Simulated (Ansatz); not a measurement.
`BOCF` and `BOCCO` differ in one atom or group.

Ansatz, PBE0-D4/def2-TZVP geometries, multiplicity 1. Each molecule was computed in one conformer, which needn't be the lowest.

```json
{"property": "HOMO energy (PBE0/def2-TZVPP) / eV", "`BOCF`": "-9.09"}
{"property": "size of the dipole moment (ωB97M-V/def2-TZVPP) / D", "`BOCF`": "1.72"}
{"property": "HOMO–LUMO gap (PBE/def2-TZVPP) / eV", "`BOCF`": "5.74"}
{"property": "HOMO–LUMO gap (B3LYP/def2-TZVPP) / eV", "`BOCF`": "7.84"}
{"property": "HOMO energy (B3LYP/def2-TZVPP) / eV", "`BOCF`": "-8.89"}
{"property": "LUMO energy (B3LYP/def2-TZVPP) / eV", "`BOCF`": "-1.05"}
```

Task: What does the change do to each property? (An estimate is asked.)

Result: The calculation gave: 
| property | `BOCCO` | shift |
| --- | --- | --- |
| HOMO energy (PBE0/def2-TZVPP) / eV | -8.19 | 0.90 |
| size of the dipole moment (ωB97M-V/def2-TZVPP) / D | 1.60 | -0.12 |
| HOMO–LUMO gap (PBE/def2-TZVPP) / eV | 5.11 | -0.63 |
| HOMO–LUMO gap (B3LYP/def2-TZVPP) / eV | 7.21 | -0.63 |
| HOMO energy (B3LYP/def2-TZVPP) / eV | -7.97 | 0.92 |
| LUMO energy (B3LYP/def2-TZVPP) / eV | -0.76 | 0.29 |

With PBE0 the HOMO rises by 0.90 eV and the LUMO rises by 0.29 eV, so the gap narrows by about 0.61 eV. PBE moves the HOMO by 0.96 eV and ωB97M-V by 0.83 eV. Dipoles are sizes alone; their direction can turn.

B3LYP here is the variant with VWN-RPA as its local correlation; programs differ in this.
